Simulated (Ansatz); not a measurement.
Ansatz (a quantum-chemistry and plane-wave program) input:
A basis named .json is the Basis Set Exchange file of that set.

Ansatz 0.2 input:
```yaml
crystal:
  periodic: [false, false, false]
  atoms:
    - {symbol: C, position_ang: [-2.12108067, 1.55816408, 0.28338109]}
    - {symbol: Si, position_ang: [-0.92849401, 0.50639358, 1.03782224]}
    - {symbol: C, position_ang: [-1.41964995, -1.32642794, 1.16750291]}
    - {symbol: Si, position_ang: [1.30483335, 0.25142672, 0.09207551]}
    - {symbol: Cl, position_ang: [1.24761023, -0.75670470, -1.80771609]}
    - {symbol: H, position_ang: [-2.51100401, 1.28901233, -0.69752224]}
    - {symbol: H, position_ang: [-2.02800304, 2.63437150, 0.41949267]}
    - {symbol: H, position_ang: [-0.50138672, 0.97180221, 2.40568434]}
    - {symbol: H, position_ang: [-1.57781975, -1.73759169, 0.16700605]}
    - {symbol: H, position_ang: [-0.64562765, -1.92513213, 1.65613327]}
    - {symbol: H, position_ang: [-2.35378501, -1.42547471, 1.72622702]}
    - {symbol: H, position_ang: [1.96411004, 1.55123730, -0.25728281]}
    - {symbol: H, position_ang: [2.41977505, -0.49414613, 0.78756287]}
basis:
  gaussian:
    orbitals: cc-pV_Q+d_Z.json
hamiltonian:
  xc: pbe
total_charge: -1
magnetization: {spin_polarized: false}
correlation: {method: rpa, electrons: outside_noble_gas}
```

### Question
Predict the final energy.

### Answer
-1119.35371 Eh (RPA@PBE/cc-pV(Q+d)Z). The basis has 542 functions.

It need not be the lowest isomer of its formula. Whether it binds its extra electron was not tested at this geometry.
